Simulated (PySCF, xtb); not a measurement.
GeO2, SMILES [O]=[Ge]=[O].

xtb with GFN2-xTB at its own geometry gives an orbital gap of 5.14 eV and a dipole moment of 0.00 D.

Geometry optimised at TPSSh-D3(BJ)/def2-TZVP.

**Question.** What does PBE/def2-TZVPD run with PySCF give? (Estimate from the structure and the level; the computed values follow.)

**Answer.** gap 3.71 eV (levels -7.91 and -4.20 eV), dipole 0.00 D.
